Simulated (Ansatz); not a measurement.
Reaction (substitution at a C–C bond): `O=CC1(O)CC1` + `CB(C)O` → `CB(C)OC=O` + `OC1CC1`

Computed with Ansatz on PBE0-D4/def2-TZVP structures; ΔE is electronic, products minus reactants. CCSD(T)/CBS is the MP2 limit (def2-TZVPP, def2-QZVPP) plus CCSD(T) − MP2 in def2-TZVPP, frozen cores. Functionals use def2-TZVPP. One conformer a species, not always the lowest.

CCSD(T)/CBS gives +20.2 kJ/mol.

(1) Another level gave +18.4 kJ/mol. Which?
A. HF/def2-TZVPP
B. CCSD(T)/def2-TZVPP
C. ωB97X-V/def2-TZVPP
D. PBE-D4/def2-TZVPP

Largest T1 diagnostic among the species: 0.014.

Answers

(1) B. CCSD(T)/def2-TZVPP 18.4, PBE-D4 22.9, HF/def2-TZVPP -0.4, ωB97X-V 13.2 kJ/mol.

From PBE to PBE0 (25 % exact exchange), in def2-TZVPP and without D4, ΔE moves by −3.2 kJ/mol. In def2-TZVPP, CCSD(T) changes the Hartree–Fock value by +18.8 kJ/mol (the triples alone add +2.5 kJ/mol) and MP2 by +22.4 kJ/mol.
